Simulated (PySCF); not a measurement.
CI3, SMILES I[C+](I)I, charge +1.

Coordinates come from a PBE0-D3(BJ)/def2-SVP optimisation. The def2 effective core potentials stand for the cores of I; spin–orbit coupling is left out.

Method: PBE/def2-TZVP (PySCF).

Computed frontier levels, gap, dipole moment and polarisability:
```json
{
 "highest_occupied_level": "-11.18 eV",
 "lowest_empty_level": "-9.57 eV",
 "orbital_gap": "1.61 eV",
 "dipole_moment_about_the_centre_of_nuclear_charge": "0.00 D",
 "mean_static_polarisability": "108.6 bohr³ (16.09 Å³)",
 "polarisability_principal_values": "60.8, 132.5, 132.5 bohr³"
}
```
